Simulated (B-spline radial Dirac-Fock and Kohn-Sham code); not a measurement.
## Photoelectron lines of Dy³⁺ at 150 eV

System: the Dy³⁺ ion, configuration [Xe] 4f8 5d1 (not the ground configuration).

Method: the independent-particle Dirac-Slater model, thresholds from Dirac-Fock. Computed with an atomic code on a B-spline grid. The asymmetry parameter β is from the dipole term alone. Kinetic energies are from the vacuum level. Open shells are spread statistically over j, without multiplet splitting.

| subshell | electrons | binding (eV) | kinetic (eV) | σ (kb) | β |
| --- | --- | --- | --- | --- | --- |
| 4f5/2 | 3.43 | 49.52 | 100.5 | 2160 | 0.36 |
| 4f7/2 | 4.57 | 48.51 | 101.5 | ? | ? |
| 5s | 2 | 92.91 | 57.09 | 96.2 | 1.79 |
| 5p1/2 | 2 | 66.92 | 83.08 | 64.7 | -0.07 |
| 5p3/2 | 4 | 61.37 | 88.63 | 171 | -0.09 |
| 5d3/2 | 0.4 | 31.53 | 118.5 | 3.71 | -0.11 |
| 5d5/2 | 0.6 | 31.12 | 118.9 | 5.67 | -0.34 |

Question: What are σ and β for 4f7/2?

Answer: σ = 2900 kb, the largest of all subshells and 54 % of the total, and β = 0.36.

At such low photon energies correlation between channels can change these cross sections by tens of per cent.
